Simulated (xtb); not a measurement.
Harmonic IR lines of one isomer of CH$_{3}$BN$_{2}$, unscaled. Computed with xtb with GFN2-xTB.

wavenumber (cm⁻¹): 145 (m), 232 (m), 443 (vs), 477 (s), 531 (w), 704 (w), 1098 (s), 1172 (vs), 1364 (m), 1686 (vs), 2125 (vs), 2945 (s), 3294 (m), 3716 (m)

**Question.** Name which structure gives these lines.
A. `[H]/N=C\B=N`
B. `[H]/N=C\N=B`
C. `[H]/N=B/N=C`
D. `BN=C=N`

**Answer.** A, `[H]/N=C\B=N`
